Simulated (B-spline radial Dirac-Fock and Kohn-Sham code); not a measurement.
X-ray form factors of terbium in several charge states

Level of theory: relativistic Hartree-Fock (Dirac-Fock) wave functions, averaged over the configuration; a radial finite-basis atomic code.

Configurations: Tb²⁹⁺ [Ar] 3d10 4s2 4p6; Tb³⁰⁺ [Ar] 3d10 4s2 4p5; Tb³¹⁺ [Ar] 3d10 4s2 4p4; Tb³³⁺ [Ar] 3d10 4s2 4p2; Tb³⁴⁺ [Ar] 3d10 4s2 4p1. The first column is f₀ of Tb²⁹⁺, the others are differences from it.

```tsv
s (Å⁻¹)	Tb²⁹⁺	Δ Tb³⁰⁺	Δ Tb³¹⁺	Δ Tb³³⁺	Δ Tb³⁴⁺
0	36.000	-1.000	-2.000	-4.000	-5.000
0.1	35.752	-0.977	-1.954	-3.910	-4.889
0.2	35.026	-0.909	-1.821	-3.651	-4.570
0.3	33.879	-0.806	-1.616	-3.251	-4.075
0.4	32.394	-0.677	-1.361	-2.751	-3.456
0.5	30.670	-0.536	-1.081	-2.199	-2.772
0.7	26.914	-0.266	-0.544	-1.132	-1.442
0.9	23.300	-0.071	-0.151	-0.337	-0.443
1.1	20.207	+0.027	+0.050	+0.083	+0.092
1.4	16.625	+0.040	+0.081	+0.165	+0.208
```

Values without a named source are computed, but for edge energies of neutral atoms, which are taken from tables.
